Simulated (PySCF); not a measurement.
## An isoelectronic set: 58 electrons

PBE in PySCF with def2-SVPD on every atom (core potentials on Cd, In, Sn, Te, I), for the lowest determinant that a PBE0 search found; no spin–orbit coupling. All have 58 electrons, 10 of them in the valence shells, and the same state, a singlet (closed shell). For ions De leads to the atom and ion picked by measured ionisation energies and electron affinities.

```
species  difference of nuclear charges  Re (Å)  ωe (cm⁻¹)  k (mdyn/Å)  De (eV)  dissociates to
   CdF⁻                             39   2.234        302       0.874     1.18         Cd + F⁻
   InO⁻                             41   1.973        623        3.21     4.45         In + O⁻
   BTe⁻                             47   2.091        641        2.46     4.54         B + Te⁻
   BeI⁻                             49   2.559        282       0.393     0.90         Be + I⁻
    SnO                             42   1.878        776        5.01     6.02          Sn + O
    TeC                             46   1.916        843        4.60     5.34          Te + C
     BI                             48   2.151        568        1.92     4.02           B + I
```

(1) Which member of the whole set has the stiffest bond, and how does it compare with the softest?

Spin–orbit coupling is left out, which matters for elements this heavy, above all for dissociation energies. For an ion De counts to the pair picked by the measured ionisation energies or electron affinities, which need not be the lowest pair at this level. The highest Kohn–Sham level is positive in some of these anions. Much of that is self-interaction error, but it also means that the finite basis helps to hold the extra electron.

Answers

(1) SnO with k = 5.01 mdyn/Å, 13 times that of BeI⁻.
